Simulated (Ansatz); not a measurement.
A nudged elastic band was laid between two geometries of C2H8OSi2 (13 atoms, charge 0, multiplicity 1).

Level of theory: Ansatz, RKS r2SCAN/STO-3G.

```
movable images  : 7
climbing image  : yes
spring          : 5.0 eV/Å²
optimiser       : quadratic models (default)
start path      : through a guess of the saddle point
force threshold : 0.05 eV/Å
iteration limit : 60
end points      : relaxed
```

Image 0:

```xyz
13
Properties=species:S:1:pos:R:3
Si 0.324 -1.130 1.994
Si 0.151 -0.745 -0.234
C 0.577 0.949 -0.923
C -0.947 1.023 -1.308
O -1.445 -0.305 -0.837
H 1.715 -1.258 2.373
H -0.247 -0.048 2.765
H -0.349 -2.354 2.367
H 0.720 -1.864 -0.977
H 1.242 0.974 -1.795
H 0.881 1.728 -0.214
H -1.118 1.142 -2.401
H -1.483 1.854 -0.795
```

Image 8:

```xyz
13
Properties=species:S:1:pos:R:3
Si 0.286 -1.117 2.008
Si -0.067 -0.764 -0.203
C 0.671 0.749 -1.035
C -0.824 1.188 -1.253
O -1.569 0.044 -0.644
H 0.099 0.093 2.776
H -0.612 -2.124 2.529
H 1.640 -1.578 2.230
H 0.112 -2.009 -0.941
H 1.213 0.584 -1.974
H 1.239 1.449 -0.410
H -1.093 1.306 -2.327
H -1.075 2.145 -0.740
```

(1) Which bonds break or form, and what moves?

(2) Give the energies along the band, and the barrier.

(3) What is the geometry of the highest image?

Results:

(1) No bond is made or broken. The dihedral H7–Si1–Si2–O5 goes from -51 to 70°. The two ends are copies of one structure, up to a mirror image or an exchange of like atoms.

(2) The forces met the threshold. The highest image is number 4 of 0 to 8, 1.5 kJ/mol above the ends, which have the same energy within 2 meV. A vibrational analysis at the climbing image gives one clearly imaginary mode, 61i cm⁻¹: a first-order saddle point. Limits of this set-up: minimal basis.

| image | path coordinate (Å) | energy (kJ/mol) | dihedral H7–Si1–Si2–O5 (°) |
| --- | --- | --- | --- |
| 0 | 0.00 | 0.0 | -51 |
| 1 | 0.54 | 0.3 | -36 |
| 2 | 1.09 | 0.9 | -21 |
| 3 | 1.63 | 1.4 | -6 |
| 4 | 2.17 | 1.5 | 9 |
| 5 | 2.73 | 1.3 | 23 |
| 6 | 3.29 | 0.7 | 39 |
| 7 | 3.84 | 0.2 | 54 |
| 8 | 4.40 | 0.0 | 70 |

(3) 
```xyz
13
Properties=species:S:1:pos:R:3
Si 0.276 -1.139 2.002
Si -0.008 -0.763 -0.219
C 0.665 0.809 -0.994
C -0.845 1.156 -1.270
O -1.540 -0.040 -0.703
H 1.283 -0.253 2.544
H -0.950 -0.912 2.735
H 0.701 -2.499 2.253
H 0.277 -1.977 -0.976
H 1.256 0.697 -1.911
H 1.159 1.531 -0.333
H -1.076 1.269 -2.353
H -1.178 2.088 -0.759
```

The run took 4.1 min on 1 thread of Intel(R) Xeon(R) Platinum 8488C (Sapphire Rapids), on a shared host, peak memory 0.14 GiB.
